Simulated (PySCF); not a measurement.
C9H13F.
Numbering: `[CH2:1]=[C:2]([CH3:3])[C@@:4]1([CH:5]([CH3:6])[CH3:7])[CH:8]=[C:9]1[F:10]`

NICS = −σ at a ghost point: NICS(0) at the centroid of the ring atoms, NICS(1) 1 Å to either side along the normal of their mean plane, zz for the tensor component along that normal. Level: GIAO PBE0/pcSseg-1 (PySCF, non-relativistic, gas phase) on the GFN2-xTB geometry, one conformer.

Ring bond lengths (Å), with Mayer bond orders in brackets: C4–C8 1.541 (0.85), C8–C9 1.294 (1.71), C9–C4 1.492 (1.04).

Give the NICS values of each ring in ppm.

```
    ring                                                    type  NICS(0)  NICS(1), two faces  NICS(1)zz, two faces  rms pucker (Å)  centre to ring atoms, mean (Å)
C4–C8–C9  3-membered carbocycle; formal bonds 1 double, 2 single    -31.5         -6.3 / -5.0         -15.0 / -15.5            0.00                            0.83
```

What do they say, and how far can they be read as aromaticity?

- C4–C8–C9: mean NICS(1)zz -15.2 ppm, shielded. C4 has four or more neighbours; no verdict on aromaticity is drawn. NICS(0) lies 26 ppm below the mean NICS(1).

Conformer computed: `[CH2:1]=[C:2]([CH3:3])[C@@:4]1([CH:5]([CH3:6])[CH3:7])[CH:8]=[C:9]1[F:10]`: C1–C2–C4–C5 -22°, C2–C4–C5–C6 170°.
